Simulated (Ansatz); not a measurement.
Cost and result for the atomization energy of CH₄ClF₂NSi (`CN[Si](F)(F)Cl`) (10 atoms, 9 bonds).

```xyz
10

C    -1.0886    0.0440    0.9264
N     0.1692    0.4926    0.3638
Si    0.9436   -0.1342   -0.9788
F     0.2395    0.1820   -2.3598
F     2.3799    0.5168   -1.0539
Cl    1.0823   -2.1545   -0.9055
H    -1.9111    0.7315    0.7061
H    -1.3504   -0.9313    0.5125
H    -1.0133   -0.0748    2.0103
H     0.5489    1.3279    0.7787
```

Total charge 0; spin multiplicity 1. All single points use the PBE0-D4/def2-TZVP geometry. It is one conformer, not always the lowest. Program: Ansatz. All runs use 4 threads of an Arm Neoverse V2 on a shared host. Times are those of one run each, without the atoms' runs, and a repeat can differ threefold. Electronic energies, without spin–orbit coupling; frozen cores. CCSD(T)/CBS adds CCSD(T) − MP2 in def2-TZVPP to the MP2 limit, and its time is that of the two runs behind it. T1 = 0.010. B3LYP takes the VWN-RPA correlation (the form of Gaussian; ORCA's B3LYP/G).

CCSD(T)/CBS is a level of theory with its own doubt, some kJ/mol a heavy atom from the limit and from the frozen cores, so smaller differences don't rank the functionals.

| level | functions | wall time | atomization (kcal/mol) | difference from CCSD(T)/CBS | per bond |
| --- | --- | --- | --- | --- | --- |
| BLYP-D4/def2-TZVPP | 264 | 1.9 s | 944.3 | -7.0 | -0.8 |
| revPBE-D4/def2-TZVPP | 264 | 1.9 s | 937.1 | -14.2 | -1.6 |
| r2SCAN-D4/def2-TZVPP (with forces) | 264 | 4.7 s | 948.5 | -2.8 | -0.3 |
| B3LYP-D4/def2-TZVPP (with forces) | 264 | 5 s | 943.9 | -7.4 | -0.8 |
| r2SCANh-D4/def2-TZVPP | 264 | 6 s | 941.4 | -9.9 | -1.1 |
| B2PLYP/def2-TZVPP | 264 | 6 s | 937.1 | -14.2 | -1.6 |
| CCSD(T)/def2-SVP | 112 | 7 s | 875.5 | -75.8 | -8.4 |
| ωB97X-V/def2-TZVPP | 264 | 8 s | 951.5 | 0.2 | 0.0 |
| B97M-V/def2-TZVPP | 264 | 9.5 s | 950.2 | -1.1 | -0.1 |
| ωB97M-V/def2-TZVPP (with forces) | 264 | 12 s | 952.3 | 1.0 | 0.1 |
| MP2/def2-QZVPP | 488 | 21 s | 966.9 | 15.6 | 1.7 |
| CCSD(T)/def2-TZVPP | 264 | 4.3 min | 921.4 | -29.9 | -3.3 |
| CCSD(T)/CBS(def2) | – | 4.6 min | 951.3 | 0.0 | 0.0 |

Leaving LDA and LC-ωPBE aside and taking each functional with its dispersion term where it has one, the values, not all of them listed here, spread over 47.7 kcal/mol, from BHLYP-D4 to PBE-D4. LDA lies +129.1 kcal/mol from PBE without D4, its usual overbinding. In def2-TZVPP, CCSD(T) changes the Hartree–Fock value by +230.1 kcal/mol (the triples alone add +14.3 kcal/mol) and MP2 by +257.5 kcal/mol; breaking electron pairs costs correlation energy, which Hartree–Fock lacks. From PBE to PBE0 (25 % exact exchange), in def2-TZVPP and without D4, the atomization energy moves by −18.1 kcal/mol: exact exchange takes away binding that semilocal exchange gives to molecules.
